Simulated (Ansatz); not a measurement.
Total energies of C2H3ClOSi, SMILES `OC1=C[SiH]1Cl`.

```tsv
atom	x (Å)	y (Å)	z (Å)
O1	0.910	0.421	-1.725
C2	0.321	0.194	-0.556
C3	0.675	-0.138	0.700
Si4	-1.098	0.024	0.516
Cl5	-2.360	-1.590	0.438
H6	1.864	0.293	-1.637
H7	1.595	-0.351	1.231
H8	-1.906	1.146	1.032
```

Charge 0, multiplicity 1. All single points use the PBE0-D4/def2-TZVP geometry. It is one conformer, not always the lowest. Basis def2-TZVPP, Ansatz 0.2.0.

RPA on PBE orbitals: Hartree–Fock energy of these orbitals -900.78590 Eh, correlation -1.36273 Eh (frozen core).

| functional | energy without D4 (Eh) | D4 term (kJ/mol) |
| --- | --- | --- |
| LDA (SPW92) | -899.11598 | – |
| revPBE | -902.81721 | -55.0 |

(1) Give the same for PBE, BLYP, r2SCAN, B97M-V, PBE0, B3LYP, r2SCANh, r2SCAN0, HSE06 (plane-wave form), BHLYP, CAM-B3LYP, LC-ωPBE, ωB97X-V, ωB97M-V, B2PLYP, PBE-QIDH. (Estimate.)

B3LYP takes the VWN-RPA correlation (the form of Gaussian; ORCA's B3LYP/G). HSE06 is the plane-wave form, built on full-range PBE exchange. The double hybrids freeze the cores in their second-order part.

Answers

(1) Computed: 
```csv
functional,energy without D4 (Eh),D4 term (kJ/mol)
PBE,-902.49263,-18.9
BLYP,-902.95601,-41.5
r2SCAN,-902.86805,-4.5
B97M-V,-902.79538,–
PBE0,-902.56043,-16.0
B3LYP,-903.03821,-30.8
r2SCANh,-902.85589,-4.8
r2SCAN0,-902.83885,-5.4
HSE06 (plane-wave form),-902.53876,-15.0
BHLYP,-902.91614,-24.4
CAM-B3LYP,-902.95436,-16.4
LC-ωPBE,-902.68373,–
ωB97X-V,-902.84082,–
ωB97M-V,-902.91305,–
B2PLYP,-902.63729,–
PBE-QIDH,-902.36563,–
```

LC-ωPBE has ω = 0.4 bohr⁻¹.
